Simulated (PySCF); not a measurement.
**Ne³⁺ (neon, charge +3): UHF calculation**

Configuration: [He] 2s2 2p3, high-spin 4S determinant. All numbers are calculated (PySCF 2.14, no relativity, point nucleus, in def2-QZVPPD (8s5p4d2f1g, 66 functions)).

- Total energy: -124.108191 hartree
- One-electron energy: -157.1338 hartree
- Hartree (Coulomb) energy: 43.5297 hartree
- Exchange energy: -10.5041 hartree
- Kinetic energy: 124.17279 hartree
- ⟨S²⟩: 3.7529
- ⟨L²⟩: 0.000
- Sum of ⟨r⟩: 4.138 bohr
- Sum of ⟨r²⟩: 3.623 bohr²
- Density at the nucleus (Gaussians lack the cusp): 620 bohr⁻³
- Spin density at the nucleus: 0.294 bohr⁻³
- Langevin diamagnetic susceptibility: -2.87 ×10⁻⁶ cm³/mol

```
shell  electrons  mean orbital energy (eV)  rms radius, mean of both spins (bohr)
 1s α          1                   -977.86                                  0.182
 1s β          1                   -971.67                                  0.182
 2s α          1                   -126.70                                  0.871
 2s β          1                   -106.79                                  0.871
 2p α          3                   -98.486                                  0.825
```

Spin-orbit constants ζ (cm⁻¹) from the X2C one-electron operator on these orbitals (non-relativistic here): bare nucleus, nucleus screened by l(l+1)(2l+1)/3 electrons, and screened by the Breit-Pauli mean field of the electrons.

```json
{"shell": "2p", "bare": "970.4", "screened nucleus": "776.3", "mean field": "701.9"}
```
